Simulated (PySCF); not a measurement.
C6H9O (doublet state).
SMILES with atom numbers: `[CH3:1][C@@H:2]1[CH:3]=[CH:4][CH2:5][C@@H:6]1[O:7]` (hydrogens: H8, H9, H10 on C1; H11 on C2; H12 on C3; H13 on C4; H14, H15 on C5; H16 on C6)

Geometry (GFN2-xTB, Å), atoms numbered from 1 in this order:
```
atom  x, y, z in Å
C1     1.7202   -0.3058    0.5730
C2     0.7614    0.2478   -0.4779
C3    -0.0606    1.3787    0.0397
C4    -1.2872    1.0173    0.3928
C5    -1.5603   -0.4230    0.1221
C6    -0.3727   -0.8625   -0.7742
O7     0.0148   -2.0955   -0.7625
H8     1.1886   -0.5202    1.4966
H9     2.5025    0.4237    0.7753
H10    2.1679   -1.2268    0.2087
H11    1.3236    0.5047   -1.3783
H12    0.3526    2.3709    0.1132
H13   -2.0377    1.6673    0.8096
H14   -1.5633   -1.0125    1.0423
H15   -2.5217   -0.5851   -0.3687
H16   -0.6358   -0.5701   -1.8232
```

Theory: UKS B3LYP, pcH-1 on C H O, non-relativistic, mean-field spin-orbit, GIAO (PySCF 2.14.0). Geometry: GFN2-xTB, one conformer, isolated molecule. Couplings are sensitive to structure, and on GFN2-xTB geometries they can be far from those on DFT ones.

Output of the driver script. Atoms in this output count from 0.

```
UKS, coarse grid
  cycle   1  E = -308.94135544  |g| = 7.00e-01
  cycle   2  E = -303.99722671  |g| = 2.30e+00
  cycle   3  E = -308.95526657  |g| = 5.40e-01
  cycle   4  E = -309.17577169  |g| = 2.21e-01
  cycle   5  E = -309.19302392  |g| = 1.77e-01
  cycle   6  E = -309.20074010  |g| = 1.23e-01
  cycle   7  E = -309.20479434  |g| = 9.08e-02
  cycle   8  E = -309.20855515  |g| = 2.84e-02
  cycle   9  E = -309.20891054  |g| = 9.03e-03
  cycle  10  E = -309.20895716  |g| = 2.08e-03
  cycle  11  E = -309.20896151  |g| = 7.76e-04
UKS, final grid
  cycle   1  E = -309.20892656  |g| = 8.36e-04
  cycle   2  E = -309.20892700  |g| = 1.01e-03
  cycle   3  E = -309.20892766  |g| = 2.72e-04
  cycle   4  E = -309.20892805  |g| = 2.79e-04
  cycle   5  E = -309.20892885  |g| = 2.15e-04
  cycle   6  E = -309.20892990  |g| = 2.01e-04
  cycle   7  E = -309.20893117  |g| = 1.53e-04
  cycle   8  E = -309.20893157  |g| = 5.61e-05
  cycle   9  E = -309.20893158  |g| = 2.21e-05
  cycle  10  E = -309.20893159  |g| = 1.23e-05
E = -309.20893159 Eh   <S^2> = 0.7548 (exact 0.7500)
g shifts (ppm)      1          2          3
  rmc          -270       -270       -270
  gc             -3         27         45
  oz_so          37       5790      52381
  total        -236       5547      52156
hyperfine (MHz)  atom isotope    a_iso     a_fc   dipolar eigenvalues
    0   13C      -5.10      -5.10     -1.93     -0.16      2.09
    1   13C      57.56      57.56    -12.14    -11.94     24.07
    2   13C       0.23       0.23     -1.45     -0.90      2.35
    3   13C       3.91       3.91     -0.82     -0.32      1.13
    4   13C      -0.36      -0.36     -1.00     -0.88      1.88
    5   13C     -47.17     -47.17     -8.26      2.81      5.45
    6   17O     -46.50     -46.50   -237.73    118.06    119.67
    7    1H      -0.45      -0.45     -2.94     -2.04      4.98
    8    1H       1.99       1.99     -2.36     -0.83      3.19
    9    1H      -0.55      -0.55     -5.09     -3.34      8.43
   10    1H      -8.14      -8.14     -6.29     -2.84      9.12
   11    1H      15.04      15.04     -1.50     -1.00      2.51
   12    1H       0.23       0.23     -1.00     -0.94      1.94
   13    1H       6.15       6.15     -3.36     -2.86      6.22
   14    1H       3.81       3.81     -2.90     -2.26      5.15
   15    1H     341.75     341.75     -8.44     -3.52     11.96
```

Task: The run flagged its g tensor. What set off the flag, and which results does it touch?

Result: The largest g shift is +0.052, past the limit of 0.03 at which the run flags a species of elements up to argon. The orbital-Zeeman/spin–orbit term is second order, a sum of spin–orbit matrix elements over excitation energies, so it grows and becomes less reliable as an excited state comes close; a shift of this size calls for a check with another method. The contact and dipolar couplings don't rest on that expansion, but they belong to the state that the SCF found, and a close-lying state with the spin in another orbital would have other couplings; no stability test was run.
